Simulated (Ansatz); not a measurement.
Molecule: C$_{6}$H$_{12}$ (charge 0, singlet). SMILES: CC/C=C\CC
Structure (B3LYP-D3(BJ)/def2-TZVP (Ansatz, an electronic-structure program) minimum search):
```xyz
18

C      2.7611    -0.2245    -0.0421
C      1.4339     0.0940    -0.7403
C      0.5363     0.9440     0.1078
C     -0.6451     0.6169     0.6274
C     -1.3936    -0.6722     0.4680
C     -2.7115    -0.4876    -0.2933
H      2.5900    -0.8024     0.8679
H      3.4212    -0.8000    -0.6940
H      3.2843     0.6915     0.2411
H      1.6457     0.6272    -1.6736
H      0.9373    -0.8349    -1.0236
H      0.9251     1.9351     0.3297
H     -1.1553     1.3679     1.2260
H     -1.6143    -1.0770     1.4618
H     -0.7802    -1.4188    -0.0380
H     -3.3498     0.2478     0.2014
H     -2.5248    -0.1337    -1.3088
H     -3.2660    -1.4260    -0.3546
```
Charge 0, spin multiplicity 1.

Wanted: vertical triplet-singlet gap (E(triplet) - E(singlet); each state is the SCF solution reached for its spin), in kJ/mol. Cores are frozen in the correlated levels unless marked. Open shells are spin-unrestricted. No spin-orbit coupling. Non-relativistic. 

```csv
level,program,vertical triplet-singlet gap (kJ/mol)
HF/aug-cc-pVTZ,Ansatz,343.8
SVWN5/def2-TZVPD,Ansatz,449.4
PBE/def2-TZVPD,Ansatz,424.6
r2SCAN/def2-TZVPD,Ansatz,402.0
B3LYP/def2-TZVPD,Ansatz,426.8
PBE0/def2-TZVPD,Ansatz,414.5
BHLYP/def2-TZVPD,Ansatz,411.4
CAM-B3LYP/def2-TZVPD,Ansatz,425.4
wB97M-V/def2-TZVPD,Ansatz,444.0
wB97X-V/def2-TZVPD,Ansatz,440.3
B2PLYP/def2-TZVPD,Ansatz,439.2
MP2/aug-cc-pVDZ,Ansatz,465.8
MP2/aug-cc-pVTZ,Ansatz,466.5
RI-MP2/aug-cc-pVTZ,Ansatz,466.4
SCS-MP2/aug-cc-pVDZ,Ansatz,467.3
SCS-MP2/aug-cc-pVTZ,Ansatz,470.2
CCSD/aug-cc-pVDZ,Ansatz,437.2
CCSD/aug-cc-pVTZ,Ansatz,434.8
CCSD(T)/aug-cc-pVDZ,Ansatz,448.0
CCSD(T)/aug-cc-pVTZ,Ansatz,447.5
```
